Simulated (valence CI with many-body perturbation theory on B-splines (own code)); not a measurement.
# Level structure of F V

Method: valence CI with perturbative core correlation (CI+MBPT): three valence electrons over a frozen Dirac-Fock core [He], radial functions for each j: 9 s, 9 p, 8 d, 6 f, 3 g, 1 h, with the one-electron correlation potential Σ1, the two-electron term Σ2, the three-electron term Σ3, Breit, model QED; selected CI, second order for the rest, scaled by the run's own slope (own B-spline code, finite nucleus).

Against 13 measured levels this calculation errs by 135 cm⁻¹ on average and by 258 at most. These come from a selection out of Moore, Atomic Energy Levels, vol. I, NSRDS-NBS 35 (1971 reprint of NBS Circular 467, 1949), an old analysis. Levels without a partner in it may be off by more.

Levels 1 to 37 of 37, with energies above the lowest level, 2s2 2p 2P°_1/2. "Leading %" is the weight of the configuration and term that name the level; weights of strongly mixed levels are sums over their largest components and can fall short, so below about 35 % the name and the second component can differ from the true leading terms, or belong to a minority configuration. In the jj column 3d3/2^4 stands for four electrons in 3d with j = 3/2. Lifetimes count E1, E2, E3, M1 and M2 decay at the calculated energies, and are blank where another channel may lead or the interval is too uncertain; long ones can be off by a factor of two.

```
No.  Configuration  Term    J  E (eV)  Leading %  Lifetime             Leading jj      g
  1         2s2 2p   2P°  1/2   0.000         96                2s^2 2p1/2 (96 %)  0.665
  2         2s2 2p   2P°  3/2   0.092         96     268 s      2s^2 2p3/2 (96 %)  1.334
  3         2s 2p2    4P  1/2  10.620        100    107 μs      2s 2p1/2^2 (45 %)  2.670
  4         2s 2p2    4P  3/2  10.652        100    894 μs  2s 2p1/2 2p3/2 (89 %)  1.735
  5         2s 2p2    4P  5/2  10.697        100    256 μs      2s 2p3/2^2 (66 %)  1.601
  6         2s 2p2    2D  5/2  18.968         99   1.08 ns  2s 2p1/2 2p3/2 (65 %)  1.200
  7         2s 2p2    2D  3/2  18.970         99   1.07 ns  2s 2p1/2 2p3/2 (66 %)  0.799
  8         2s 2p2    2S  1/2  24.527         99    227 ps      2s 2p3/2^2 (65 %)  2.001
  9         2s 2p2    2P  1/2  26.670         98    113 ps  2s 2p1/2 2p3/2 (66 %)  0.666
 10         2s 2p2    2P  3/2  26.728         98    113 ps      2s 2p3/2^2 (55 %)  1.334
 11            2p3   4S°  3/2  34.267        100    128 ps   2p1/2 2p3/2^2 (55 %)  2.002
 12            2p3   2D°  5/2  38.104         98    436 ps   2p1/2 2p3/2^2 (98 %)  1.200
 13            2p3   2D°  3/2  38.110         98    437 ps   2p1/2 2p3/2^2 (44 %)  0.799
 14            2p3   2P°  1/2  43.104         95    170 ps   2p1/2 2p3/2^2 (95 %)  0.665
 15            2p3   2P°  3/2  43.107         95    171 ps         2p3/2^3 (49 %)  1.334
 16         2s2 3s    2S  1/2  65.050         92   60.5 ps         2s^2 3s (92 %)  2.002
 17         2s2 3p   2P°  1/2  70.084         90    676 ps      2s^2 3p1/2 (90 %)  0.666
 18         2s2 3p   2P°  3/2  70.106         90    676 ps      2s^2 3p3/2 (90 %)  1.334
 19         2s2 3d    2D  3/2  74.693         92   12.7 ps      2s^2 3d3/2 (92 %)  0.799
 20         2s2 3d    2D  5/2  74.697         92   12.7 ps      2s^2 3d5/2 (92 %)  1.200
 21       2s 2p 3s   4P°  1/2  76.963         98   49.4 ps     2s 2p1/2 3s (87 %)  2.670
 22       2s 2p 3s   4P°  3/2  76.995         98   49.4 ps     2s 2p1/2 3s (55 %)  1.735
 23       2s 2p 3s   4P°  5/2  77.053         98   49.3 ps     2s 2p3/2 3s (98 %)  1.601
 24       2s 2p 3s   2P°  1/2  79.194         94   68.4 ps     2s 2p1/2 3s (71 %)  0.666
 25       2s 2p 3s   2P°  3/2  79.257         94   67.8 ps     2s 2p3/2 3s (83 %)  1.334
 26       2s 2p 3p    2P  1/2  81.342         93   37.2 ps  2s 2p3/2 3p3/2 (38 %)  0.652
 27       2s 2p 3p    2P  3/2  81.369         94   37.0 ps  2s 2p3/2 3p3/2 (47 %)  1.332
 28       2s 2p 3p    4D  1/2  81.533         97   1.42 ns  2s 2p1/2 3p1/2 (62 %)  0.011
 29       2s 2p 3p    4D  3/2  81.552         97   2.06 ns  2s 2p1/2 3p3/2 (32 %)  1.202
 30       2s 2p 3p    4D  5/2  81.583         99   7.28 ns  2s 2p1/2 3p3/2 (39 %)  1.372
 31       2s 2p 3p    4D  7/2  81.633         99   7.24 ns  2s 2p3/2 3p3/2 (99 %)  1.429
 32       2s 2p 3p    4S  3/2  82.498         99   4.14 ns  2s 2p3/2 3p3/2 (38 %)  2.001
 33       2s 2p 3p    4P  1/2  83.184         98   2.60 ns  2s 2p1/2 3p1/2 (45 %)  2.670
 34       2s 2p 3p    4P  3/2  83.207         98   2.59 ns  2s 2p3/2 3p1/2 (47 %)  1.735
 35       2s 2p 3p    4P  5/2  83.237         98   2.48 ns  2s 2p3/2 3p3/2 (63 %)  1.601
 36       2s 2p 3p    2D  3/2  83.794         97   36.3 ps  2s 2p1/2 3p3/2 (57 %)  0.800
 37       2s 2p 3p    2D  5/2  83.855         97   36.4 ps  2s 2p3/2 3p3/2 (49 %)  1.200
```

The ionisation energy to 2s2 1S_0 of the next ion comes out as 114.23 eV (NIST: 114.249 eV (semi-empirical)). All 37 levels together are meant to be complete up to 84.902 eV.
